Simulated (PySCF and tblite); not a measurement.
Results of a calculation; reference values are marked as such.
3 diastereomers of C11H18N2, numbered alike:

```
isomer                                                                                             SMILES  descriptors (one enantiomer)  sequence (m meso, r racemo)
     A  [CH3:1][CH2:2][C@@H:3]([CH2:4][C@@H:5]([CH3:6])[C:7]#[N:8])[CH2:9][C@H:10]([CH3:11])[C:12]#[N:13]                   3r, 5R, 10S                           rr
     B     [CH3:1][CH2:2][CH:3]([CH2:4][C@H:5]([CH3:6])[C:7]#[N:8])[CH2:9][C@H:10]([CH3:11])[C:12]#[N:13]                       5S, 10S                           rm
     C   [CH3:1][CH2:2][C@H:3]([CH2:4][C@@H:5]([CH3:6])[C:7]#[N:8])[CH2:9][C@H:10]([CH3:11])[C:12]#[N:13]                   3s, 5R, 10S                           mm
```

Protocol: conformer search, at most 5 conformers an isomer, GFN2-xTB geometries, energies PBE0/6-31G* (D3(BJ) added where defined), weights at 298.15 K with GFN2-xTB thermal terms. Programs: PySCF with density fitting and tblite.

(1) Rank the isomers by free energy at 298.15 K.

(2) If they could interconvert freely, what would the mixture hold (chiral isomers as racemates)?

The conformer set may be incomplete (the search or the number kept was capped).

## Answers

(1) 
```
isomer  ΔG (kcal/mol)  ΔE, lowest conformer  conformers  largest weight %  rms dipole (D)
     C            0.0                   0.0           5                60            4.20
     A            1.0                   1.8           5                56            5.01
     B            1.5                   1.8           5                30            4.71
```

ΔG is for one enantiomer.

(2) C 74 %, A 15 %, B 11 %. A racemate gains RT ln 2.
